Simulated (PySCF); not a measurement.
**Unknowns**

PySCF calculation with GFN2-xTB structure and shieldings: GIAO PBE0/pcSseg-1; fast rotation and ring inversion assumed for equivalent nuclei, no solvent, single conformer, relativity neglected.

Scale: TMS for $^{1}$H, $^{13}$C (reference shieldings calculated alike). Splittings of carbon signals by F and P are missing where no couplings were computed. Where no couplings were computed, multiplicities follow the n + 1 count of equivalent neighbours, and m marks all less simple cases (inequivalent or close neighbours, rings, F or P nearby). Acid and N–H amide carbonyl carbons lie up to 10 ppm further downfield in solution (hydrogen bonding). Shifts are as computed. Against solution values, carbons near 30 ppm lie about +3 ppm off and those near 130 ppm about +5 ppm; carbons on Cl a further +6 ppm. Of 1211 compounds with measured shifts, 218 miss one by over three times the rms of a fit or turn the order of signals round; such compounds aren't used in these exercises. Groups on amide-type nitrogens are kept apart (slow C–N rotation). Carbons bonded to Cl come out too deshielded. OH and NH positions are gas-phase values without hydrogen bonding to other molecules.

Q: C4H4Cl3NO. $^{1}$H NMR (600 MHz, computed): δ 7.25 (br s, 1H), 6.74 (br s, 1H), 6.10 (br, 1H), 5.21 (br, 1H). $^{13}$C{$^{1}$H} NMR (computed): δ 161.2 (C), 150.3 (C), 140.4 (CH2), 120.1 (C). Identify the compound.

A: `O=C(C(=C)C(Cl)(Cl)Cl)N`. Rings plus π bonds: 2 (no ring in the answer). 4 carbon signals for 4 carbons: no two carbons are equivalent. Carbon types of the structure: 3 × C, 1 × CH2, leaving 2 H on heteroatoms. δC 161.2: amide carbonyl carbon; lone-pair donation from the attached heteroatom keeps it upfield of a ketone carbonyl. δC 150.3: α carbon of a C=C–C=O unit; as expected for a trigonal carbon in a double bond. δC 140.4: β carbon of a C=C–C=O unit; conjugation with the carbonyl draws π density from the β position. δC 120.1: allylic fully substituted sp3 carbon bonded to 3 Cl; 3 electronegative neighbours deshield it.

The shifts were computed for this structure.

Q: C6H8FPSi. $^{1}$H NMR (400 MHz, computed): δ 7.72 (m, 2H), 7.27 (m, 2H), 4.02 (m, 3H), 3.42 (m, 1H). $^{13}$C{$^{1}$H} NMR (computed): δ 172.8, 140.3, 134.1, 122.0. Identify the compound.

A: SMILES Fc1ccc(P[SiH3])cc1. 4 carbon signals for 6 carbons: some carbons are equivalent by symmetry or fast rotation. Carbon types of the structure: 2 × C, 4 × CH, leaving 4 H on heteroatoms. δC 172.8: aromatic carbon bearing fluorine; σ withdrawal by the attached heteroatom moves it downfield of the ring CH carbons. δC 140.3, 122.0: aromatic CH. δC 134.1: substituted aromatic carbon. δH 7.72, 7.27: hydrogen on an aromatic CH; aromatic region.

This is the structure that produced the data.
